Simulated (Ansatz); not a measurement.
`C[CH]([AlH2])CCl` + HCl → `CC(Cl)CCl` + `[AlH3]`  (substitution at a C–Al bond)

Isolated molecules relaxed with PBE0-D4/def2-TZVP in Ansatz; ΔE leaves out vibrations. CBS: MP2 limit from def2 TZ/QZ plus the TZ coupled-cluster correction, frozen cores. This one scheme is used for every species. DFT in def2-TZVPP. Each species was taken in one conformer, which may not be the lowest.

```json
{"level": "r2SCAN", "ΔE (kJ/mol)": "35.3"}
{"level": "SCS-MP2/def2-TZVPP", "ΔE (kJ/mol)": "30.3"}
```

What does CCSD(T)/CBS give? (Estimate.)

Computed: +34.0 kJ/mol. The listed levels differ from it by 1.3, -3.7 kJ/mol.

Largest T1 diagnostic among the species: 0.010.

In def2-TZVPP, CCSD(T) changes the Hartree–Fock value by +14.0 kJ/mol (the triples alone add +0.2 kJ/mol) and MP2 by +14.6 kJ/mol.
